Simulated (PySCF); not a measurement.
A structure optimised at PBE0-D3(BJ)/def2-SVP, used in a PySCF frequency run:

```xyz
5

W      0.0541     0.1776     0.0000
O      0.7418    -0.6064    -1.3105
O      0.7418    -0.6064     1.3105
O     -1.6927    -0.3009     0.0000
H     -2.3322    -1.0339     0.0000
```
Charge +1, spin multiplicity 1.

Problem. Write its SMILES, formula and point group.

Solution. [O]=[W+](=[O])[OH], HO3W, Cs

Problem. What are its rotational constants (standard atomic weights)?

Solution. 6.7645, 5.6624, 4.0612 GHz
